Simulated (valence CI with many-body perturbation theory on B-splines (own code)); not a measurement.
## Bi LXIII: key properties

Calculated by valence CI with perturbative core correlation (CI+MBPT): three valence electrons over a frozen Dirac-Fock core [Ar], a basis of 7 s, 7 p, 8 d, 6 f, 4 g, 1 h functions for each j, with the one-electron correlation potential Σ1 (screened to all orders), the two-electron term Σ2, the three-electron term Σ3, Breit, model QED; selected single and double excitations, second order for the rest, scaled by the run's own slope (own B-spline code, finite nucleus).

The last digits are not significant, and no measured levels were compared; by estimate large intervals hold to a few tenths of a per cent, small ones and those within an open d or f shell to about a per cent. The list stops below the first excitations out of the core. Only levels of the ground parity were solved; by the run's estimate the other parity begins above the list, which can be wrong where configurations are misplaced.

Levels are named by their leading jj configuration (3d3/2^4 stands for four electrons in 3d with j = 3/2), which in mixed levels can hold well under half, so a name can repeat and another be missing.

Rates and lifetimes use the calculated energies. Strong lines usually hold to 10 to 20 %, long lifetimes can be off by a factor of two.

What is the ground level?

(3d3/2^3) J=3/2, composition 42 % 3d3 2D + 40 % 3d3 4F + 12 % 3d3 2P, g = 0.739.

How well does LS coupling describe the low levels?

Among the lowest 13 levels the leading LS term, summed over configurations, holds 56 % on average. For single configurations the figures are 56 % in LS and 99 % in jj coupling. Terms mix most in the J = 3/2 level at 1004100 cm⁻¹, where the leading one holds 38 %.

What is the ionisation energy?

6805.6 eV; NIST lists 6804 ± 15 eV (theoretical).
